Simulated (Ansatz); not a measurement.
Computed with Ansatz.

A structure relaxed at PBE0-D4/def2-TZVP, charge 0, multiplicity 1:

```tsv
atom	x (Å)	y (Å)	z (Å)
B1	-1.454	0.408	0.506
C2	-0.541	0.483	-0.741
O3	0.475	-0.480	-0.883
Al4	1.741	-0.988	0.089
Cl5	2.154	0.092	1.840
H6	-1.334	-0.457	1.326
H7	-2.314	1.230	0.629
H8	-0.130	1.504	-0.813
H9	-1.210	0.422	-1.618
H10	2.612	-2.215	-0.335
```

Give its formula and SMILES.

CH5AlBClO, `BC[O][AlH][Cl]`.

Summarise the bond lengths by kind.

1 × B–C 1.548 Å; 2 × B–H 1.197 to 1.198 Å; 1 × C–O 1.406 Å; 2 × C–H 1.104 to 1.105 Å; 1 × Al–O 1.676 Å; 1 × Al–Cl 2.098 Å; 1 × Al–H 1.563 Å.
